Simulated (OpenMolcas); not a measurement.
## Ionisation energies of silicon

| Item | Value |
| --- | --- |
| Program | OpenMolcas |
| Basis | ANO-RCC-VTZP [5s4p2d1f] |
| Scalar Hamiltonian | DKH2, point nucleus |
| Spin-orbit coupling | RASSI with atomic mean-field integrals over the reference wave functions, term energies averaged over their components |

Active shells in each charge state: the valence s, p shells, with orbitals averaged over the low states. Where CASPT2's correlated closed shells are named, they are those of the first ion.

A. CASSCF
B. SS-CASPT2, IPEA 0.25 Eh, imaginary shift 0.1 Eh (closed shells correlated: 2s 2p)
C. SS-CASPT2, IPEA 0 Eh, imaginary shift 0.1 Eh (closed shells correlated: 2s 2p)
D. SS-CASPT2, IPEA 0.25 Eh, imaginary shift 0.1 Eh (closed shells correlated: none)

Energies in eV between the lowest computed levels, named as in B; reference values from the NIST Atomic Spectra Database with their kind.

| From | To | A | B | C | D | Spin-orbit share in B | Reference |
| --- | --- | --- | --- | --- | --- | --- | --- |
| Si 3s2 3p2 3P0 | Si+ 3s2 3p 2P* 1/2 | 7.277 | 7.892 | 8.024 | 7.890 | -0.005 | 8.152 (measured) |
| Si+ 3s2 3p 2P* 1/2 | Si2+ 3s2 1S0 | 15.219 | 15.972 | 16.109 | 15.965 | +0.021 | 16.346 (measured) |
| Si2+ 3s2 1S0 | Si3+ 3s 2S 1/2 | 33.173 | 33.270 | 33.272 | 33.238 | +0.000 | 33.493 (measured) |
| Si3+ 3s 2S 1/2 | Si4+ 2p6 1S0 | 44.724 | 44.785 | 44.787 | 44.724 | +0.000 | 45.142 (measured) |

Steps that some method lacks are left out, and so are those with a state whose active s or d shell is doubly occupied in every root (s and p with five to eight electrons, d10) over a frozen core shell of the same l, since the two then mix freely.

Error against the reference values, in %:

| From | Reference | A | B | C | D |
| --- | --- | --- | --- | --- | --- |
| Si | measured | -10.7 | -3.2 | -1.6 | -3.2 |
| Si+ | measured | -6.9 | -2.3 | -1.4 | -2.3 |
| Si2+ | measured | -1.0 | -0.7 | -0.7 | -0.8 |
| Si3+ | measured | -0.9 | -0.8 | -0.8 | -0.9 |

Mean absolute error over the 4 measured values: A 0.68 eV, B 0.30 eV, C 0.24 eV, D 0.33 eV. C lies closest.

* marks odd parity.
